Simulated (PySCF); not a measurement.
CH₄Br₂Ge, SMILES [CH3][GeH]([Br])[Br]. Atoms are numbered in the order given.

```xyz
8

Ge    -0.4092    -0.6400     0.0000
C      0.6722    -2.2605     0.0000
Br     0.1195     0.6082     1.8934
Br     0.1195     0.6082    -1.8934
H     -1.9329    -0.8459     0.0000
H      0.4465    -2.8505     0.9004
H      0.4465    -2.8505    -0.9004
H      1.7351    -1.9830     0.0000
```

Geometry optimised at B3LYP-D3(BJ)/def2-SVP.

Two levels are set side by side: PBE/pcSseg-1 (PySCF) and B3LYP/pcSseg-1 (PySCF). GIAO shifts against GeH4 (⁷³Ge), TMS (¹H), TMS (¹³C) at the same level; non-relativistic, no solvent, atoms listed together averaged. Without spin–orbit terms, shifts of atoms bonded to Cl or Br come out too high at both levels. Differences are taken from unrounded values.

```csv
quantity,B3LYP
δ(⁷³Ge) of Ge1 (ppm),487.3
δ(¹³C) of C2 (ppm),19.1
δ(¹H) of H5 (ppm),6.93
```

Q: What does PBE give, and how far is it from B3LYP? (The exact figures need the calculation; the answer reports its results.)

A: 
```tsv
quantity	PBE	PBE minus B3LYP
δ(⁷³Ge) of Ge1 (ppm)	505.2	17.9
δ(¹³C) of C2 (ppm)	20.1	0.9
δ(¹H) of H5 (ppm)	7.23	0.31
```

Rough cost on one machine, each run with all the roots and properties that it gave: B3LYP against PBE within a factor of 2.
